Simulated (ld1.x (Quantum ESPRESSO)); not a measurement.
Plane-wave convergence, TM potential for aluminium (Al)

```json
{"Element": "aluminium (Al)", "Generator": "ld1.x (Quantum ESPRESSO) 7.5", "Type": "norm-conserving Troullier–Martins (Kleinman–Bylander form)", "Functional": "PBE", "Relativity": "scalar-relativistic", "Frozen core": "[Ne]", "Valence charge": "3", "Reference configuration": "3s1 3p0 (charge +2)", "Partial waves": "3s (bound): rc 1.50 bohr; 3p (bound, empty): rc 1.85 bohr; 3d channel at 0.45 Ry: rc 1.55 bohr", "Local potential": "all-electron potential smoothed inside 1.65 bohr (lloc = -1)", "Core correction": "Bessel-smoothed model core, default radius (core density twice the valence density)"}
```

The pseudo-atom Hamiltonian at the reference potential is diagonalised in spherical Bessel functions j_l(qr) that vanish at 20 bohr, with q² up to the cutoff. All-electron valence levels (Ry): 3s -1.7454, 3p -1.2644.

Task: How do the lowest levels (Ry) of each channel move with the cutoff, and are there ghosts?

Result:

| cutoff (Ry) | s #1 | p #1 | d #1 | f #1 | f #2 | Σ f·Δε (mRy) |
| --- | --- | --- | --- | --- | --- | --- |
| 8 | -1.7248 | -1.2632 | -0.6824 | -0.2910 | -0.1640 | 20.6 |
| 10 | -1.7322 | -1.2633 | -0.6875 | -0.2910 | -0.1641 | 13.3 |
| 15 | -1.7345 | -1.2635 | -0.6939 | -0.2911 | -0.1641 | 10.9 |
| 18 | -1.7354 | -1.2635 | -0.6971 | -0.2911 | -0.1641 | 10.0 |
| 25 | -1.7397 | -1.2640 | -0.7001 | -0.2911 | -0.1641 | 5.8 |
| 30 | -1.7426 | -1.2643 | -0.7015 | -0.2911 | -0.1641 | 2.9 |
| 35 | -1.7439 | -1.2643 | -0.7024 | -0.2911 | -0.1641 | 1.6 |
| 45 | -1.7441 | -1.2644 | -0.7031 | -0.2911 | -0.1641 | 1.3 |
| 50 | -1.7443 | -1.2644 | -0.7032 | -0.2911 | -0.1641 | 1.1 |
| 60 | -1.7449 | -1.2644 | -0.7033 | -0.2911 | -0.1641 | 0.5 |
| 70 | -1.7452 | -1.2644 | -0.7033 | -0.2911 | -0.1641 | 0.2 |
| 400 | -1.7454 | -1.2644 | -0.7033 | -0.2911 | -0.1641 | 0.0 |

Result: no extra level below or beside the all-electron valence levels (s, p, d, f tested); 10 mRy is reached at 21 Ry and 1 mRy at 55 Ry.
